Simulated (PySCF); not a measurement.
**Ionising RbBi**

ROHF; PySCF, scalar-relativistic core potentials, basis sets Rb def2-SVP with ECP28, Bi def2-SVP with ECP60. Neutral (ROHF): triplet (π ↑↑), Re = 3.628 Å, ωe = 96.5 cm⁻¹, De = 0.03 eV, HOMO -4.62 eV, LUMO -0.33 eV.

RbBi⁺ (UHF): quartet (σ ↑, π ↑↑), Re = 4.393 Å, ωe = 27.5 cm⁻¹. The energies at the minima are -237.39113 hartree for RbBi and -237.25702 for RbBi⁺.

(1) Work out the adiabatic ionisation energy, without and with harmonic zero-point energies (1 hartree = 27.2114 eV, 1 eV = 8065.5 cm⁻¹), and the change of the bond length.

UHF and ROHF references stand side by side, which adds small steps between rows. These are scalar-relativistic numbers at best; spin–orbit coupling would shift them, the dissociation energy most. Hartree–Fock leaves out correlation, which carries a large part of most bond energies and some tenths to 1 eV of ionisation energies. States were picked by a PBE0 search and need not be the measured ground states.

Neutral and ion stand on different kinds of reference determinant, which adds to the error of the difference.

Answers

(1) At HF: 0.13411 hartree = 3.649 eV between the minima; the zero-point term (27.5 − 96.5)/2 cm⁻¹ = -0.004 eV makes it 3.645 eV. Re changes by +76.5 pm against the neutral. The electron leaves a σ orbital, and the ion is left as a loose complex of an ion and an atom.
